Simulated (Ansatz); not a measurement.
Harmonic vibrations of `F[SiH](Br)Br` by finite differences.

```yaml
crystal:
  periodic: [false, false, false]
  atoms:
    - {symbol: F, position_ang: [-0.718690, 0.134703, 1.457040]}
    - {symbol: Si, position_ang: [0.007252, 0.119388, 0.050168]}
    - {symbol: Br, position_ang: [1.725771, -1.232687, 0.176560]}
    - {symbol: Br, position_ang: [-1.421820, -0.576756, -1.456816]}
    - {symbol: H, position_ang: [0.457288, 1.481652, -0.268251]}
basis:
  gaussian: {orbitals: def2-TZVP}
hamiltonian: {xc: pbe0, dispersion: d4}
phonons: {temperatures: {t_min: 298.15, t_max: 900, t_step: 200}}
```

```sh
$ ansatz run in.yaml --threads 4 --pin off --events-out ev --progress --plain --max-ram 10444MiB
```

Output, abridged:

```
Functional definition: PBE0
mean field -150687.27821826 eV, -5537.6553350153 hartree, gradient 7.4e-5 eV, S^2 0.000000; 0 other end points of the search recorded, 0 dependent functions left out
mean field -150687.27817375 eV, -5537.6553333796 hartree, gradient 9.9e-7 eV, S^2 0.000000; 0 other end points of the search recorded, 0 dependent functions left out
mean field -150687.27820300 eV, -5537.6553344548 hartree, gradient 9.9e-7 eV, S^2 0.000000; 0 other end points of the search recorded, 0 dependent functions left out
mean field -150687.27821555 eV, -5537.6553349159 hartree, gradient 9.9e-7 eV, S^2 0.000000; 0 other end points of the search recorded, 0 dependent functions left out
mean field -150687.27820581 eV, -5537.6553345579 hartree, gradient 9.9e-7 eV, S^2 0.000000; 0 other end points of the search recorded, 0 dependent functions left out
mean field -150687.27814491 eV, -5537.6553323200 hartree, gradient 1.0e-6 eV, S^2 0.000000; 0 other end points of the search recorded, 0 dependent functions left out
mean field -150687.27811205 eV, -5537.6553311123 hartree, gradient 3.0e-6 eV, S^2 0.000000; 0 other end points of the search recorded, 0 dependent functions left out
mean field -150687.27814399 eV, -5537.6553322862 hartree, gradient 9.9e-7 eV, S^2 0.000000; 0 other end points of the search recorded, 0 dependent functions left out
mean field -150687.27811548 eV, -5537.6553312381 hartree, gradient 9.9e-7 eV, S^2 0.000000; 0 other end points of the search recorded, 0 dependent functions left out
mean field -150687.27814268 eV, -5537.6553322377 hartree, gradient 9.9e-7 eV, S^2 0.000000; 0 other end points of the search recorded, 0 dependent functions left out
mean field -150687.27810588 eV, -5537.6553308855 hartree, gradient 9.9e-7 eV, S^2 0.000000; 0 other end points of the search recorded, 0 dependent functions left out
mean field -150687.27809362 eV, -5537.6553304349 hartree, gradient 9.8e-7 eV, S^2 0.000000; 0 other end points of the search recorded, 0 dependent functions left out
mean field -150687.27810496 eV, -5537.6553308515 hartree, gradient 1.0e-6 eV, S^2 0.000000; 0 other end points of the search recorded, 0 dependent functions left out
mean field -150687.27822219 eV, -5537.6553351597 hartree, gradient 9.9e-7 eV, S^2 0.000000; 0 other end points of the search recorded, 0 dependent functions left out
mean field -150687.27814867 eV, -5537.6553324581 hartree, gradient 9.9e-7 eV, S^2 0.000000; 0 other end points of the search recorded, 0 dependent functions left out
mean field -150687.27818246 eV, -5537.6553336999 hartree, gradient 9.9e-7 eV, S^2 0.000000; 0 other end points of the search recorded, 0 dependent functions left out
mean field -150687.27821075 eV, -5537.6553347395 hartree, gradient 9.9e-7 eV, S^2 0.000000; 0 other end points of the search recorded, 0 dependent functions left out
mean field -150687.27822235 eV, -5537.6553351657 hartree, gradient 9.9e-7 eV, S^2 0.000000; 0 other end points of the search recorded, 0 dependent functions left out
mean field -150687.27820604 eV, -5537.6553345665 hartree, gradient 9.9e-7 eV, S^2 0.000000; 0 other end points of the search recorded, 0 dependent functions left out
mean field -150687.27816720 eV, -5537.6553331391 hartree, gradient 9.9e-7 eV, S^2 0.000000; 0 other end points of the search recorded, 0 dependent functions left out
mean field -150687.27822177 eV, -5537.6553351442 hartree, gradient 9.9e-7 eV, S^2 0.000000; 0 other end points of the search recorded, 0 dependent functions left out
mean field -150687.27821579 eV, -5537.6553349247 hartree, gradient 9.9e-7 eV, S^2 0.000000; 0 other end points of the search recorded, 0 dependent functions left out
mean field -150687.27820380 eV, -5537.6553344842 hartree, gradient 9.9e-7 eV, S^2 0.000000; 0 other end points of the search recorded, 0 dependent functions left out
mean field -150687.27817375 eV, -5537.6553333797 hartree, gradient 9.9e-7 eV, S^2 0.000000; 0 other end points of the search recorded, 0 dependent functions left out
mean field -150687.27821021 eV, -5537.6553347196 hartree, gradient 9.9e-7 eV, S^2 0.000000; 0 other end points of the search recorded, 0 dependent functions left out
mean field -150687.27819732 eV, -5537.6553342458 hartree, gradient 9.9e-7 eV, S^2 0.000000; 0 other end points of the search recorded, 0 dependent functions left out
mean field -150687.27821553 eV, -5537.6553349152 hartree, gradient 9.9e-7 eV, S^2 0.000000; 0 other end points of the search recorded, 0 dependent functions left out
mean field -150687.27815120 eV, -5537.6553325511 hartree, gradient 9.9e-7 eV, S^2 0.000000; 0 other end points of the search recorded, 0 dependent functions left out
mean field -150687.27818146 eV, -5537.6553336630 hartree, gradient 9.9e-7 eV, S^2 0.000000; 0 other end points of the search recorded, 0 dependent functions left out
mean field -150687.27820796 eV, -5537.6553346368 hartree, gradient 9.9e-7 eV, S^2 0.000000; 0 other end points of the search recorded, 0 dependent functions left out
mean field -150687.27820934 eV, -5537.6553346876 hartree, gradient 9.9e-7 eV, S^2 0.000000; 0 other end points of the search recorded, 0 dependent functions left out
Total energy: -150687.41684574 eV, -5537.6604294813 hartree
Atom 0 at    -0.718690     0.134703     1.457040 Å, force    -0.003244    -0.001054     0.000192 eV/Å
Atom 1 at     0.007252     0.119388     0.050168 Å, force     0.002924     0.000664     0.000515 eV/Å
Atom 2 at     1.725771    -1.232687     0.176560 Å, force     0.001032    -0.000474    -0.000367 eV/Å
Atom 3 at    -1.421820    -0.576756    -1.456816 Å, force     0.000760     0.002298     0.002228 eV/Å
Atom 4 at     0.457288     1.481652    -0.268251 Å, force    -0.001472    -0.001435    -0.002567 eV/Å
Dipole moment:     0.088980     0.132215    -0.119677 e Å
Vibrations: 117.77 206.32 249.47 411.43 497.77 786.85 807.49 921.35 2306.73 cm⁻¹, zero-point energy 0.390872 eV
```

Run time 58 s (4 threads of an Arm Neoverse V2 on a shared host); peak host memory 0.52 GiB.
